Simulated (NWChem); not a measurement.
System: Br cation, triplet

NWChem printed, in part:

```
             Northwest Computational Chemistry Package (NWChem) 7.3.0
             --------------------------------------------------------

                             Geometry "geometry" -> ""
                             -------------------------

 Output coordinates in angstroms (scale by  1.889725989 to convert to a.u.)

  No.       Tag          Charge          X              Y              Z
 ---- ---------------- ---------- -------------- -------------- --------------
    1 Br                  35.0000     0.00000000     0.00000000     0.00000000

 Effective nuclear repulsion energy (a.u.)       0.0000000000

  xc_inp: hfexch multiplicative factor not found.

                                 NWChem DFT Module
                                 -----------------

 Summary of "ao basis" -> "ao basis" (spherical)
 ------------------------------------------------------------------------------
       Tag                 Description            Shells   Functions and Types
 ---------------- ------------------------------  ------  ---------------------
 Br                       aug-cc-pvdz               14       36   6s5p3d

            General Information
            -------------------
          SCF calculation type: DFT
          Wavefunction type:  spin polarized.
          No. of atoms     :     1
          No. of electrons :    34
           Alpha electrons :    18
            Beta electrons :    16
          Charge           :     1
          Spin multiplicity:     3
          Use of symmetry is: off; symmetry adaption is: off
          Maximum number of iterations: 150
          AO basis - number of functions:    36
                     number of shells:    14
          Convergence on energy requested:  1.00D-06
          Convergence on density requested:  1.00D-05
          Convergence on gradient requested:  5.00D-04

              XC Information
              --------------
                     Hartree-Fock (Exact) Exchange  1.000

      Superposition of Atomic Density Guess
      -------------------------------------

 Sum of atomic energies:       -2572.37410375

 Renormalizing density from      35.00 to     34

      Non-variational initial energy
      ------------------------------

 Total energy =   -2526.704551
 1-e energy   =   -3478.721334
 2-e energy   =     952.016783
 HOMO         =      -0.946790
 LUMO         =      -0.946790

     ---------------------------------------------
      Total Density - Mulliken Population Analysis
     ---------------------------------------------

    Atom       Charge   Shell Charges
 -----------   ------   -------------------------------------------------------
    1 Br  35    34.00   2.00  2.00  1.98  1.48  0.52  0.02  6.00  5.97  2.83  1.20  0.00 10.07 -0.09  0.02

     --------------------------------------------
      Spin Density - Mulliken Population Analysis
     --------------------------------------------

    Atom       Charge   Shell Charges
 -----------   ------   -------------------------------------------------------
    1 Br  35     2.00   0.00  0.00  0.00  0.00 -0.00  0.00 -0.00  0.00  1.40  0.59  0.00  0.00  0.00  0.00

   convergence    iter        energy       DeltaE   RMS-Dens  Diis-err
 ---------------- ----- ----------------- --------- --------- ---------
 d= 0,ls=0.0,diis     1  -2571.8389525689 -2.57D+03  1.39D-02  5.58D-01
                                                     1.26D-02  5.95D-01
 d= 0,ls=0.0,diis     2  -2571.9696188777 -1.31D-01  1.58D-03  1.55D-02
                                                     1.57D-03  1.48D-02
 d= 0,ls=0.0,diis     3  -2571.9728790755 -3.26D-03  1.99D-04  5.93D-05
                                                     1.59D-04  7.66D-05
 d= 0,ls=0.0,diis     4  -2571.9729380168 -5.89D-05  3.10D-05  1.25D-06
                                                     1.72D-05  1.11D-06
 d= 0,ls=0.0,diis     5  -2571.9729390496 -1.03D-06  4.83D-06  2.39D-08
                                                     4.11D-06  1.35D-08
 d= 0,ls=0.0,diis     6  -2571.9729390640 -1.45D-08  1.16D-06  7.47D-10
                                                     6.41D-07  2.08D-10

         Total DFT energy =    -2571.972939064026
      One electron energy =    -3566.975015810542
           Coulomb energy =     1084.341118200014
    Exchange-Corr. energy =      -89.339041453499
 Nuclear repulsion energy =        0.000000000000

 Numeric. integr. density =        0.000000000000

                    DFT Final Alpha Molecular Orbital Analysis
                    ------------------------------------------

 Vector   16  Occ=1.000000D+00  E=-8.890735D-01
              MO Center= -1.4D-13, -2.0D-13, -3.6D-13, r^2= 1.2D+00
   Bfn.  Coefficient  Atom+Function         Bfn.  Coefficient  Atom+Function
  ----- ------------  ---------------      ----- ------------  ---------------
    13      0.566836  1 Br px                16      0.395985  1 Br px
    14      0.324508  1 Br py                17      0.226697  1 Br py
    15     -0.062722  1 Br pz                18     -0.043817  1 Br pz

 Vector   17  Occ=1.000000D+00  E=-8.890735D-01
              MO Center=  5.5D-14, -4.8D-14, -5.5D-15, r^2= 1.2D+00
   Bfn.  Coefficient  Atom+Function         Bfn.  Coefficient  Atom+Function
  ----- ------------  ---------------      ----- ------------  ---------------
    15      0.640131  1 Br pz                18      0.447188  1 Br pz
    13      0.118118  1 Br px                14     -0.082598  1 Br py
    16      0.082516  1 Br px                17     -0.057702  1 Br py
    12      0.026314  1 Br pz

[...]
```

Level: UHF/aug-cc-pVDZ. The open p shell is one determinant without spherical averaging. No stability test was run on the SCF state.

Problem. Which NWChem input produces such a log?

Solution. This is not unique; one that fits is the input that was run:
```
start job
memory heap 200 mb stack 900 mb global 1100 mb
charge 1
geometry units angstroms noautoz
  Br     0.000000     0.000000     0.000000
end
basis spherical
  * library aug-cc-pvdz
end
dft
  odft
  mult 3
  xc hfexch
  iterations 150
  mulliken
end
task dft energy
```
